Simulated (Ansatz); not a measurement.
This geometry of Cl2H2Sn + H4OSi (11 atoms, charge 0, multiplicity 1) is a first-order saddle point.

These are results of Ansatz 0.2.0, RKS PBE0-D4/def2-SVP, not measurements.

```xyz
11
Properties=species:S:1:pos:R:3
Sn 0.112 0.219 -0.095
H -0.889 0.673 1.613
Cl 2.112 0.174 -1.368
Cl -1.115 1.822 -1.273
H -0.438 -1.392 -0.122
O 1.231 0.940 1.553
Si 2.790 1.531 1.884
H 3.774 0.418 1.799
H 3.135 2.616 0.927
H 2.734 2.066 3.274
H 0.073 0.928 1.919
```

Task: Which two structures does it join? (They come from a converged band through this point; their orientation in space is the band's.)

Result: Bonds broken: Sn1–H2, O6–H11. Bonds formed: Sn1–O6, H2–H11. Cl2H2Sn + H4OSi becomes Cl2H4OSiSn + H2.

First end point:

```xyz
11
Properties=species:S:1:pos:R:3
Sn -0.152 -0.307 -0.066
H -0.344 -0.888 1.516
Cl 2.086 -0.325 -0.799
Cl -1.106 1.845 -0.369
H -0.946 -1.206 -1.287
O 1.089 1.465 1.682
Si 2.729 1.745 1.937
H 3.319 0.427 2.281
H 3.392 2.337 0.739
H 2.898 2.688 3.085
H 0.552 2.215 1.392
```

Last end point:

```xyz
11
Properties=species:S:1:pos:R:3
Sn 0.602 0.237 -0.482
H -1.357 0.379 2.909
Cl 2.354 -0.595 -1.780
Cl -0.137 2.195 -1.508
H -0.642 -0.890 -0.250
O 1.379 0.744 1.240
Si 2.697 1.653 1.713
H 3.926 0.808 1.766
H 2.927 2.782 0.759
H 2.408 2.195 3.071
H -0.640 0.489 2.674
```

Task: How far does it lie above each of them?

Result: 141.1 kJ/mol above the first and 114.6 kJ/mol above the second. This is the barrier of this one path; another mechanism may lie lower. The orbitals stay closed-shell, which can raise the energy where a bond breaks towards radicals; this wasn't checked here.

The run took 5.9 min on 4 threads of Arm Neoverse V2 (shared host), peak memory 0.37 GiB.
